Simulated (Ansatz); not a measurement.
`C#C[SiH2]C#N`: the same geometry under several functionals.

```yaml
crystal:
  periodic: [false, false, false]
  atoms:
    - {symbol: C, position_ang: [0.603334, 0.178255, 2.174257]}
    - {symbol: C, position_ang: [0.441189, -0.068810, 1.006200]}
    - {symbol: Si, position_ang: [0.211834, -0.454153, -0.748155]}
    - {symbol: C, position_ang: [-1.143976, 0.617035, -1.406263]}
    - {symbol: N, position_ang: [-1.986968, 1.276134, -1.831467]}
    - {symbol: H, position_ang: [0.744657, 0.399189, 3.208058]}
    - {symbol: H, position_ang: [1.430828, -0.146391, -1.524339]}
    - {symbol: H, position_ang: [-0.208696, -1.858357, -0.933992]}
basis:
  gaussian: {orbitals: def2-TZVPP}
hamiltonian: {xc: {name: PBE-QIDH}}
```

```sh
$ ansatz run in.yaml --threads 2 --pin off --events-out ev --progress --plain --max-ram 4352MiB
```

Shortened log:

```
Functional definition: PBE-QIDH
1256 factors; integrals over basis functions are off by at most 8.7e-4 eV
mean field evaluation 1: about -12502.7408 eV, gradient 4.3e1 eV
mean field evaluation 2: about -12503.0476 eV, gradient 4.3e1 eV
mean field evaluation 4: about -12507.0703 eV, gradient 1.0e1 eV
mean field evaluation 8: about -12507.2932 eV, gradient 8.0e-1 eV
mean field evaluation 16: about -12507.2946 eV, gradient 5.0e-4 eV
mean field -12507.29463255 eV, -459.6345999975 hartree, gradient 1.6e-6 eV, S^2 0.000000; 0 other end points of the search recorded, 0 dependent functions left out
9 core orbitals not correlated: weight in the atoms' cores, before any rotation towards them, 1.000 or more for the frozen orbitals, at most 0.000 for the correlated occupied ones
reference -12507.29464506 eV, -459.6346004571 hartree; 12, 12 occupied and 187, 187 virtual orbitals, 1256 factors
second order -23.31130295 eV of doubles, -0.00000000 eV of singles
Total energy: -12515.06507937 eV, -459.9201586512 hartree
```

Run time 6.5 s (2 threads of an Arm Neoverse V2 on a shared host); peak host memory 0.43 GiB.

The same input with `hamiltonian: {xc: pbe, dispersion: d4}` and forces (abridged; 2.8 s):

```
Functional definition: PBE
mean field evaluation 16: about -12517.2207 eV, gradient 4.3e-3 eV
mean field -12517.22068767 eV, -459.9993757951 hartree, gradient 3.6e-5 eV, S^2 0.000000
Total energy: -12517.38665832 eV, -460.0054751039 hartree
Atom 0 force     0.128446     0.189048     0.904418 eV/Å
Atom 1 force    -0.128582    -0.212933    -0.973825 eV/Å
Atom 2 force    -0.048523     0.059994     0.037246 eV/Å
Atom 3 force     1.067407    -0.839607     0.529102 eV/Å
Atom 4 force    -1.151213     0.901667    -0.579772 eV/Å
Atom 5 force     0.026532     0.045039     0.204788 eV/Å
Atom 6 force     0.146679     0.026220    -0.094807 eV/Å
Atom 7 force    -0.040745    -0.169429    -0.027149 eV/Å
Dipole moment:     0.527702    -0.358549     0.424553 e Å
```

Changing it to `hamiltonian: {xc: {name: LC-wPBE}}` (abridged; 2.9 s):

```
Functional definition: LC-wPBE
mean field evaluation 16: about -12520.9099 eV, gradient 6.5e-5 eV
mean field -12520.90992731 eV, -460.1349528510 hartree, gradient 6.4e-5 eV, S^2 0.000000
Total energy: -12520.90992731 eV, -460.1349528512 hartree
```

The same input with `hamiltonian: {xc: hse06, dispersion: d4}` (abridged; 3.5 s):

```
Functional definition: HSE06
mean field evaluation 16: about -12517.6545 eV, gradient 5.2e-5 eV
mean field -12517.65446812 eV, -460.0153169323 hartree, gradient 5.2e-5 eV, S^2 0.000000
Total energy: -12517.78629463 eV, -460.0201614675 hartree
```

With the line `hamiltonian: {xc: pbe0, dispersion: d4}` (abridged; 3.2 s):

```
Functional definition: PBE0
mean field evaluation 16: about -12518.0831 eV, gradient 4.5e-5 eV
mean field -12518.08307538 eV, -460.0310679587 hartree, gradient 4.5e-5 eV, S^2 0.000000
Total energy: -12518.22396217 eV, -460.0362454528 hartree
```

Changing it to `hamiltonian: {xc: {name: r2SCANh}, dispersion: d4}` (abridged; 6 s):

```
Functional definition: r2SCANh
mean field evaluation 16: about -12523.3561 eV, gradient 5.7e-4 eV
mean field -12523.35606593 eV, -460.2248467872 hartree, gradient 4.5e-5 eV, S^2 0.000000
Total energy: -12523.40004440 eV, -460.2264629661 hartree
```

HSE06 is the plane-wave form, built on full-range PBE exchange.
